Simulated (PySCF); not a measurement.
A GIAO shielding run with PySCF (density fitting, non-relativistic, gas phase) on `C=CN([SiH2]C)C(C)C`, C$_{6}$H$_{15}$NSi:

```
$ OMP_NUM_THREADS=1 python probes_run.py task.json out

{"job": {"kind": "nmr", "xc": "PBE0", "basis": "pcSseg-1"}, "charge": 0, "multiplicity": 1}
C     -0.197844     2.859203    -0.222720
C     -0.625292     1.646406     0.103560
N      0.034250     0.453959    -0.113932
Si     1.653581     0.443430    -0.738045
C      2.357091    -1.315761    -0.731661
C     -0.674183    -0.761115     0.266122
C     -2.007562    -0.904006    -0.471783
C     -0.862010    -0.847842     1.782547
H      0.741498     3.031845    -0.712998
H     -0.794341     3.724529     0.001815
H     -1.585256     1.547767     0.591618
H      1.659313     0.940245    -2.123084
H      2.499557     1.281944     0.123880
H      3.396589    -1.280590    -1.039339
H      2.326136    -1.770756     0.253521
H      1.840015    -1.972969    -1.423729
H     -0.041298    -1.597049    -0.039090
H     -2.730719    -0.162315    -0.142318
H     -1.854163    -0.784223    -1.541881
H     -2.425961    -1.890716    -0.286752
H     -1.524770    -0.065414     2.143595
H      0.099682    -0.738682     2.278950
H     -1.289066    -1.810908     2.051801
```

Hardware: 1 thread of an Arm Neoverse N1, shared host. The job also computes population analyses, field gradients.

Task: How large is the calculation?

Result: 72 electrons, 218 basis functions and 1145 auxiliary functions.

Task: How long does it take, and how much memory does it need?

Result: 71 s of wall time, with 14 SCF cycles and 4 response iterations; peak memory 0.99 GiB. Times on a shared host scatter by some tens of per cent.
